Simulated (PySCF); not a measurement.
# Field gradients at the hydrogen positions

C5H7NSi.
Structure used (GFN2-xTB), in Å, numbered top down from 1:
```xyz
14
C5H7NSi angstrom
N      3.7825    0.7631    1.2332
C      2.6900    0.7848    0.8768
C      1.3603    0.8433    0.4818
C      0.7091    1.5002   -0.7058
C      0.5214    0.0426   -0.4775
C      0.1438    0.0776    0.9682
Si    -1.3986    0.9038    1.7040
H     -0.1131    2.1797   -0.5268
H      1.3549    1.8023   -1.5224
H      0.7797   -0.7876   -1.1037
H      0.4008   -0.8398    1.5025
H     -2.4748   -0.0810    1.5987
H     -1.0821    1.2100    3.0973
H     -1.7919    2.1277    1.0084
```

Level: PBE0/pcSseg-1 (PySCF, non-relativistic); Q(2H) = 0.00286 b; rigid geometry, the same for H and D, with no vibrational averaging.

**Question.** Rank these positions by the coupling χzz of a deuteron there, largest first.
A. H13 (Si–H hydrogen)
B. H11 (methine hydrogen)
C. H10 (methine hydrogen)
D. H9 (methylene hydrogen)

**Answer.** C (233 kHz), D (213 kHz), B (204 kHz), A (110 kHz).

**Question.** Give the electric field gradient Vzz (the principal value of largest size), its asymmetry and the 2H coupling at each hydrogen.

**Answer.** 
| atom | bonded to | bond length (Å) | Vzz (au) | η | χzz (kHz) |
| --- | --- | --- | --- | --- | --- |
| H8 | C4 | 1.082 | 0.3196 | 0.07 | 215 |
| H9 | C4 | 1.084 | 0.3174 | 0.06 | 213 |
| H10 | C5 | 1.071 | 0.3467 | 0.05 | 233 |
| H11 | C6 | 1.092 | 0.3033 | 0.07 | 204 |
| H12 | Si7 | 1.463 | 0.1630 | 0.01 | 110 |
| H13 | Si7 | 1.461 | 0.1636 | 0.01 | 110 |
| H14 | Si7 | 1.462 | 0.1636 | 0.03 | 110 |

**Question.** Average by the element that carries the hydrogen.

**Answer.** on C: 216 kHz over 4 positions, mean bond length 1.082 Å; on Si: 110 kHz over 3 positions, mean bond length 1.462 Å.

**Question.** A static deuteron (I = 1) shows a doublet split by (3/2)χ, (3/4)χ(1 + η) and (3/4)χ(1 − η) with the field along z, y and x of the gradient. What are these for H13?

**Answer.** With |χ| = 109.9 kHz and η = 0.008: 165, 83 and 82 kHz, to first order and without motion.

Geometry: GFN2-xTB; no solvent, vibrations or thermal averaging. GFN2-xTB frequencies show an imaginary mode (59i cm⁻¹), so this geometry is no minimum at that level. GFN2-xTB bond lengths can be off by several hundredths of an ångström, more for odd bonds, and the gradients follow them. The small basis limits the accuracy of the gradients.
